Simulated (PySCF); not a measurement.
C2H10O2Si2. Atoms are numbered in the order given.

```xyz
16

C     -2.3718    -1.0497    -0.0932
C     -1.6716     0.0910    -0.8300
O     -0.9694    -0.3770    -1.9821
Si    -0.4031     0.9991     0.2354
O      0.8495    -0.1066     0.3342
Si     2.3867    -0.2176     0.9572
H     -3.0097    -1.6150    -0.7910
H     -2.9984    -0.6707     0.7305
H     -1.6339    -1.7477     0.3376
H     -2.4286     0.8012    -1.2046
H     -0.2142    -0.8871    -1.6589
H      0.0875     2.2444    -0.4211
H     -0.8978     1.3246     1.6073
H      3.2453     0.8736     0.4115
H      2.9496    -1.5389     0.5707
H      2.3491    -0.1045     2.4442
```

Geometry: ωB97X-D3(BJ)/def2-SVP. The structure was generated by enumeration; whether it is a known compound was not checked. The values are those of a single conformer.

The numbers are results of PySCF with PBE/pcSseg-1, not measurements.

GIAO shieldings, no solvent; atoms alike by connectivity are averaged. δ = σ(ref) − σ: ¹³C against TMS (σ = 182.0 ppm); ¹⁷O against H2O (σ = 334.3 ppm); ²⁹Si against TMS (σ = 335.4 ppm); ¹H against TMS (σ = 31.49 ppm), references at their B3LYP-D3(BJ)/def2-TZVP geometries, non-relativistic.

Task: Estimate the chemical shifts. (The exact figures need the calculation; the answer reports its results.)

Result: 
```
nucleus          atoms  count  δ (ppm)
-------  -------------  -----  -------
¹³C                 C2      1     65.0
¹³C                 C1      1     23.9
¹⁷O                 O3      1     50.8
¹⁷O                 O5      1      7.3
²⁹Si               Si4      1    -17.4
²⁹Si               Si6      1    -32.8
¹H       H14, H15, H16      3     5.51
¹H            H12, H13      2     5.34
¹H                 H10      1     3.74
¹H          H7, H8, H9      3     1.64
¹H                 H11      1     1.19
```
